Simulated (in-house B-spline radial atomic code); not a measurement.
A fraction x of an electron is added to 5p in neutral indium, starting from [Kr] 4d10 5s2 5p1 and keeping the highest spin. Computed with an all-electron radial atomic-structure program (B-spline basis): scalar-relativistic (X2C) LDA VWN5, spin-polarised, spherical fractional occupations, Fermi nucleus of rms radius 4.6156 fm.

```csv
x,E(x) - E(0) (eV),5p up level (eV)
0,0.0000,-2.908
0.1,-0.2650,-2.394
0.2,-0.4794,-1.897
0.3,?,?
0.4,?,?
0.5,-0.8383,-0.530
0.6,-0.8709,-0.127
```

Task: What belongs in the row x = 0.3?

Result: An energy change of -0.6450 eV; 5p up at -1.419 eV.

Task: What belongs in the row x = 0.4?

Result: An energy change of -0.7639 eV; 5p up at -0.962 eV.

Task: Check Janak's theorem between x = 0.1 and 0.2.

Result: The slope of the energy is -2.14 eV; the orbital levels give -2.15 eV (ε of the filling orbital, averaged over the two points).

Task: Up to what added charge does this functional bind the extra electron?

Result: The highest level rises by about 4 eV per electron near x = 0.6 and would reach zero near x = 0.63, so a whole extra electron isn't bound at the basis-set limit.
